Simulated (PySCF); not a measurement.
## H₃CoO, triplet: structure and spectrum

These are results of UPBE0 in PySCF with Co def2-TZVP, O def2-TZVP, H def2-TZVP; no relativity; density-fitted integrals, not measurements.

The structure is a higher-order saddle point with 2 imaginary modes.

Coordinates in bohr (charge 0 multiplicity 3):
```
Co    0.3800    0.0000   -0.4511
O    -1.6713    0.0000    1.6406
H     0.9155    2.8389   -0.5670
H     0.9155   -2.8389   -0.5670
H     2.4332    0.0000    1.2881
```

* Point group: Cs
* Bond lengths: Co–H 1.424 Å, Co–H 1.530 Å (×2), Co–O 1.550 Å
* Bond angles: H–Co–H 83.4° (×2), H–Co–H 158.2°, H–Co–O 94.2°, H–Co–O 99.1° (×2)
* Zero-point energy (real modes): 52.2 kJ/mol
* Atomisation energy without zero-point energy: 872 kJ/mol
* Highest occupied level (α): -7.06 eV
* Spin squared ⟨S²⟩: 2.030
* Principal quadrupole moments (Buckingham, traceless) about the centre of mass: -4.24, 0.32, 3.92 D Å
* Rotational constants: 2.565, 0.5093, 0.4732 cm⁻¹
* Principal polarisabilities: 27.5, 38.8, 52.6 bohr³
* Lowest empty level (β): -3.85 eV
* Dipole moment: 2.25 D

Harmonic modes (masses in u: Co 58.933, O 15.995, H 1.008):
```tsv
symmetry	ω (cm⁻¹)	IR (km/mol)	μ (u)	type
a''	918i	–	1.06	bend
a''	269i	–	1.08	bend
a'	549	18.0	1.04	bend
a'	634	4.4	1.12	bend
a'	811	12.1	1.03	bend
a'	1032	31.3	16.34	stretch
a''	1582	617	1.06	stretch
a'	1926	8.7	1.01	stretch
a'	2190	7.2	1.03	stretch
```

Charges (e):
```csv
atom,Mulliken,Löwdin,polar tensor,spin (Mulliken),Mayer order to Co1
Co1,0.27,0.05,0.55,1.03,–
O2,-0.35,-0.09,-0.14,0.79,1.84
"H3,4",-0.04,-0.05,-0.25,0.14,0.77
H5,0.16,0.14,0.10,-0.10,0.83
```

Mulliken populations on Co1: s 6.60, p 12.61, d 7.52, f 0.00.

Outer orbital energies (eV). α occupied: -13.12, -12.71, -11.64, -11.43, -10.59, -9.90, -9.56, -7.06; empty: -3.79, -2.60, 1.07, 2.21. β occupied: -25.91, -12.18, -11.39, -10.67, -10.55, -10.32, -9.60, -8.39; empty: -3.85, -3.21, -3.00, -2.01.

This need not be the most stable arrangement of these atoms. Other spin states or occupations of the open shell can lie lower. At this level a triplet minimum of Cs symmetry lies 168 kJ/mol below this structure.

The final relaxation and frequency run took 2.2 min on 4 threads of a shared Arm Neoverse N1 host, with 94 basis functions and 21 gradients; the process peaked at 1.3 GiB.
